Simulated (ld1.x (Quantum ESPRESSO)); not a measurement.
# What one change does to a pseudopotential (manganese, TM)

| Item | Value |
| --- | --- |
| Element | manganese |
| Generator | ld1.x (Quantum ESPRESSO) 7.5 |
| Type | norm-conserving Troullier–Martins (Kleinman–Bylander form) |
| Functional | Wu–Cohen |
| Relativity | scalar-relativistic |
| Frozen core | [Ne] 3s2 |
| Valence charge | 13 |
| Reference configuration | 3p6 3d6 4s1 4p0 |
| Partial waves | 3p (bound): rc 0.95 bohr; 3d (bound): rc 1.60 bohr; 4s (bound): rc 2.10 bohr |
| Local potential | the s channel |
| Core correction | none |

Change: core [Ne], valence charge 15; reference 3s2 3p6 3d4 4s0 4p0; waves now 3p (bound): rc 1.10 bohr; 3d (bound): rc 0.95 bohr; 3s (bound): rc 0.95 bohr; core correction Bessel-smoothed model core inside 0.85 bohr.

Cutoffs: the cutoffs (Ry, on a coarse ladder) from which the occupation-weighted sum of valence levels, in a spherical-Bessel basis at the reference potential, stays within 10 and 1 mRy of its value at 400 Ry; they do not see the model core or the augmentation charge, which bear on the density cutoff. Errors are all-electron minus pseudo energies relative to the spin-unpolarised reference configuration.

**Question.** What does the change do?

**Answer.** The potential gets harder (110 Ry and 200 Ry → 200 Ry and 300 Ry); neither file shows a bound ghost at the reference potential, the only one tested. The added semicore shells are compact, so their waves need more plane waves. Several settings change at once here, so the effects cannot be laid on one of them.

```tsv
quantity	base	changed
cutoff, loose	110 Ry	200 Ry
cutoff, tight	200 Ry	300 Ry
loose cutoff by channel (10 mRy a level)	p 55 Ry, d 80 Ry, s 6 Ry	p 50 Ry, d 180 Ry, s 140 Ry
bound ghosts	none	none
largest error over its own tests, meV	-1542	+339
```

Base: These tests converged, but a pseudo level misses the all-electron one widely, so the file describes the atom poorly there or has found another state: 3p6 3d4 4s0 4p0: empty 4p by 2.9 eV.
